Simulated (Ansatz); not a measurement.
C7H12O3 can be A, `CO/C(O)=C\C(=O)C(C)C`, or B, `COC(=O)CC(=O)C(C)C`.

Gas-phase electronic energies from Ansatz, PBE0-D4/def2-TZVP geometries. CCSD(T)/CBS is the MP2 limit (def2-TZVPP, def2-QZVPP) plus CCSD(T) − MP2 in def2-TZVPP, frozen cores. Functionals use def2-TZVPP. B3LYP here is the variant with VWN-RPA as its local correlation; programs differ in this. One conformer a species, not always the lowest.

Which is lower in electronic energy at CCSD(T)/CBS, and by how much? (An estimate is asked.)

Ansatz gave: B, by 90.7 kJ/mol.

Give E(B) − E(A) in kJ/mol with HF/def2-TZVPP, B3LYP, BLYP-D4, CCSD/def2-TZVPP, CCSD(T)/def2-TZVPP, B3LYP-D4, LDA (SPW92). (An estimate is asked.)

Ansatz gave: HF/def2-TZVPP -101.3, B3LYP -86.4, BLYP-D4 -84.2, CCSD/def2-TZVPP -95.3, CCSD(T)/def2-TZVPP -93.6, B3LYP-D4 -84.2, LDA (SPW92) -66.4. None reverses the order clearly.

Largest T1 diagnostic: 0.014.

In def2-TZVPP, CCSD(T) changes the Hartree–Fock value by +7.8 kJ/mol (the triples alone add +1.7 kJ/mol) and MP2 by +9.6 kJ/mol. At CCSD(T), def2-SVP lies −12.8 kJ/mol from the extrapolated value and def2-TZVPP −2.9 kJ/mol.
